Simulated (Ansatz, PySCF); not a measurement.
HSn, SMILES [SnH] (connectivity only; charge and spin as stated), neutral, multiplicity 2. Atoms are numbered in the order given.

```xyz
2

Sn     0.0000     0.0000    -0.0247
H      0.0000     0.0000     1.7615
```
Charge 0, spin multiplicity 2.

Geometry: B3LYP-D3(BJ)/def2-TZVPD. The def2 effective core potentials stand for the cores of Sn; spin–orbit coupling is left out.

Two levels are set side by side: PBE-D3(BJ)/def2-TZVPD (Ansatz, a first-principles code) and B3LYP-D3(BJ)/def2-TZVPD (Ansatz). Each level has its own optimised geometry; the coordinates shown are those of the second. Frequencies come from the Hessian of PySCF at each geometry. Differences are taken from unrounded values.

| quantity | B3LYP-D3(BJ) |
|---|---|
| bond Sn1–H2 (Å) | 1.786 |
| highest harmonic wavenumber (cm⁻¹) | 1681 |
| mean harmonic wavenumber (cm⁻¹) | 1681 |
| zero-point energy (kcal/mol) | 2.40 |

Question: What does PBE-D3(BJ) give, and how far is it from B3LYP-D3(BJ)? (An estimate is asked for; the answer gives what the named calculation found.)

Answer: 
```tsv
quantity	PBE-D3(BJ)	PBE-D3(BJ) minus B3LYP-D3(BJ)
bond Sn1–H2 (Å)	1.797	0.011
highest harmonic wavenumber (cm⁻¹)	1641	-40
mean harmonic wavenumber (cm⁻¹)	1641	-40
zero-point energy (kcal/mol)	2.35	-0.06
```
